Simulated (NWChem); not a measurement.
System: SrClF; SMILES [F][Sr][Cl]

```xyz
3

Sr     0.2868     0.4210     0.0000
F     -0.7060     2.2828     0.0000
Cl    -0.2673    -2.1497     0.0000
```
Atoms are numbered in this order, from 1.

The geometry was optimised at PBE0/def2-SVP. No frequency run checked for a minimum. def2 effective core potentials on Sr; no spin-orbit coupling.

Symmetry labels are those of Cs in the frame above (b1 and b2, or b-type labels, depend on it).

Question: List the 4 lowest vertical singlet excitations from PBE/def2-SVPD with def2 effective core potentials on Sr, TDA (NWChem).

Answer: 
```csv
state,energy (eV),oscillator strength,symmetry,leading excitation (squared amplitude)
S1,3.80,0.010,a',HOMO → LUMO (1.00)
S2,3.85,0.014,a",HOMO−1 → LUMO (1.00)
S3,4.15,0.017,a',HOMO−2 → LUMO (0.99)
S4,5.02,0.007,a",HOMO−4 → LUMO (1.00)
```
